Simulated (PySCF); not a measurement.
**Gas-phase thermal properties of MoO2Cl2**

Energies from PySCF (xtb for GFN2), thermal terms from the rigid-rotor harmonic-oscillator model, ideal gas at 1 bar. All species are closed-shell singlets. Mo: scalar-relativistic def2 core potential, no spin-orbit coupling. The harmonic model lacks anharmonicity and excited electronic states, which grow with temperature; levels with a mode under 35 cm⁻¹ are left out. Soft modes under 120 cm⁻¹ make the harmonic entropy rough for MoO2Cl2.

```json
[
 {"level": "GFN2-xTB", "point group": "C2v", "σ": "2", "ZPE (kJ/mol)": "21.0", "S°298 (J/mol/K)": "346.7", "Cp298 (J/mol/K)": "89.0", "S°1000 (J/mol/K)": "466.2", "H1000 − H298 (kJ/mol)": "70.4"},
 {"level": "PBE/def2-SVP", "point group": "C2v", "σ": "2", "ZPE (kJ/mol)": "23.4", "S°298 (J/mol/K)": "341.7", "Cp298 (J/mol/K)": "86.0", "S°1000 (J/mol/K)": "459.3", "H1000 − H298 (kJ/mol)": "69.5"},
 {"level": "PBE0/def2-TZVP", "point group": "C2v", "σ": "2", "ZPE (kJ/mol)": "24.9", "S°298 (J/mol/K)": "338.2", "Cp298 (J/mol/K)": "84.6", "S°1000 (J/mol/K)": "454.7", "H1000 − H298 (kJ/mol)": "68.9"}
]
```
σ: rotational symmetry number. Electronic degeneracy used: 1. Frequencies are unscaled.
